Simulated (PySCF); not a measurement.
PySCF input file for trichlorofluoromethane (CCl₃F), SMILES ClC(F)(Cl)Cl, KT2/pcSseg-1. The structure is a stationary point at B3LYP-D3(BJ)/def2-TZVP.

```python
import numpy as np
from pyscf import gto, scf, dft
from pyscf.prop.nmr import rks as nmr

mol = gto.M(
    atom='''
    F    -0.00000000    0.00000001    1.59147282
    C     0.00000000   -0.00000000    0.25084344
    Cl   -1.45938938   -0.84257885   -0.31035914
    Cl    1.45938938   -0.84257886   -0.31035913
    Cl    0.00000000    1.68515771   -0.31035914
    ''',
    basis='pcSseg-1',
    charge=0,
    spin=0,
    max_memory=1600,
    verbose=3,
)
mf = dft.RKS(mol, xc='kt2')
mf.grids.level = 3
mf.conv_tol = 1e-10
mf.max_cycle = 100
mf.kernel()
n = nmr.NMR(mf)
n.verbose = 2
n.max_cycle_cphf = 60
sigma = n.kernel()
print('atom   isotropic/ppm   span/ppm')
for i, s in enumerate(sigma):
    w = np.linalg.eigvalsh((s + s.T) / 2)
    print(f'{mol.atom_symbol(i):2s}{i + 1:3d} {w.mean():14.3f} {w[2] - w[0]:11.3f}')
```

Program output:

```
converged SCF energy = -1530.60264025701
atom   isotropic/ppm   span/ppm
F   1        127.145      79.835
C   2         35.950       5.069
Cl  3        343.145     916.405
Cl  4        343.145     916.405
Cl  5        343.145     916.405
```

The calculation finished and met its thresholds.
